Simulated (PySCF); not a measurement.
Calculation: PySCF 2.14.0 with B3LYP-D3(BJ)/def2-TZVP // BP86-D3(BJ)/def2-SVP. Isolated molecules, 0 K electronic values unless said otherwise. One relaxed conformer stands for a flexible species; it need not be the lowest. B3LYP has the VWN-RPA correlation part, as in Gaussian. 

Reference species: [W(F)6] (neutral, multiplicity 1).

| Quantity | Value |
|---|---|
| charge on the central atom (Mulliken) | 1.85 e |
| HOMO–LUMO gap | 7.29 eV |
| HOMO | -12.48 eV |

After one change: the charge on the central atom (Mulliken) falls by 0.52 e; the HOMO–LUMO gap falls by 2.91 eV; the HOMO rises by 6.15 eV.

**Question.** Name the change that produced these shifts. The new species is one of these.
A) [W(F)2(NH2)4]
B) [W(NH2)6]
C) [W(F)4(NH2)2]
D) [W(F)(NH2)5]

**Answer.** D, [W(F)(NH2)5]
